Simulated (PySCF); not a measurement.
Computed shifts of a molecule C2H7AlFN, PBE0/pcSseg-1 (PySCF), GIAO, gas phase, atoms alike by connectivity averaged where their shifts nearly agree, in ppm (number of nuclei): ¹⁹F: -180.8 (1). ¹³C: 33.6 (1), -18.5 (1). ¹H: 3.01 (3), 1.09 (1), -0.04 (3). ¹⁵N: 43.7 (1). References: ¹⁹F against CFCl3 (σ = 167.2 ppm); ¹³C against TMS (σ = 186.3 ppm); ¹H against TMS (σ = 31.56 ppm); ¹⁵N against NH3 (σ = 267.4 ppm), references at their B3LYP-D3(BJ)/def2-TZVP geometries, non-relativistic. Coordinates come from a B3LYP-D3(BJ)/def2-SVP optimisation. Other conformers were not sampled.

Identify the compound among the candidates.
A) C[CH2][Al]([NH2])[F]
B) C[NH][Al]([CH3])[F]
C) C[N](C)[AlH][F]

B, C[NH][Al]([CH3])[F]
